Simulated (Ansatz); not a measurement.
`CCC(CC)C(C)C` + `[SH][GaH2]` → `C[S][GaH2]` + `CCC(CC)CC`  (substitution at a C–C bond)

Computed with Ansatz on PBE0-D4/def2-TZVP structures; ΔE is electronic, products minus reactants. CBS: MP2 limit from def2 TZ/QZ plus the TZ coupled-cluster correction, frozen cores. Functionals use def2-TZVPP. For Ga outer-core shells are correlated without core-valence functions, which leaves a few kJ/mol of doubt a bond. Scalar relativity is left out up to krypton. One conformer a species, not always the lowest.

```
             level  ΔE (kJ/mol)
            PBE-D4         10.4
SCS-MP2/def2-TZVPP         20.1
```

Q: What does CCSD(T)/CBS give? (An estimate is asked.)

A: Ansatz gave: +18.7 kJ/mol. The listed levels differ from it by -8.3, 1.4 kJ/mol.

Largest T1 diagnostic among the species: 0.013.

The D4 term adds +8.6 kJ/mol with B3LYP and +5.2 kJ/mol with PBE0; it sums over pairs of atoms, weighted by their polarisabilities, and B3LYP, whose exchange is more repulsive, gets the larger term. From PBE to PBE0 (25 % exact exchange), in def2-TZVPP and without D4, ΔE moves by +4.6 kJ/mol. In def2-TZVPP, CCSD(T) changes the Hartree–Fock value by +14.3 kJ/mol (the triples alone add +0.7 kJ/mol) and MP2 by +15.3 kJ/mol.

B3LYP here is the variant with VWN-RPA as its local correlation; programs differ in this.
